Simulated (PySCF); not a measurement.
Si(H)2(Br)(OEt) (C2H7BrOSi), SMILES [SiH2](Br)OCC.

Geometry optimised at PBE0-D3(BJ)/def2-SVP. Other conformers were not sampled.

Computed with PySCF with SMD-M06-2X/def2-SVP.

Solvation free energies are E(SMD) − E(gas) at the gas-phase geometry, for 1 M in both phases. Bromine has the revised SMD18 radius of 2.60 Å. In vacuum the dipole moment is 1.70 D.

```json
[
 {"solvent": "water", "ΔG(solv) (kcal/mol)": "-0.9", "its non-electrostatic (CDS) part": "2.3", "dipole (D)": "2.12"},
 {"solvent": "methanol", "ΔG(solv) (kcal/mol)": "-4.7", "its non-electrostatic (CDS) part": "-1.5", "dipole (D)": "2.11"},
 {"solvent": "n-hexane", "ΔG(solv) (kcal/mol)": "(withheld)", "its non-electrostatic (CDS) part": "(withheld)", "dipole (D)": "(withheld)"}
]
```

Q: What belongs in the gaps? (The exact figures need the calculation; the answer reports its results.)

A: 
- n-hexane, ΔG(solv) (kcal/mol): -3.9
- n-hexane, its non-electrostatic (CDS) part: -3.1
- n-hexane, dipole (D): 1.85
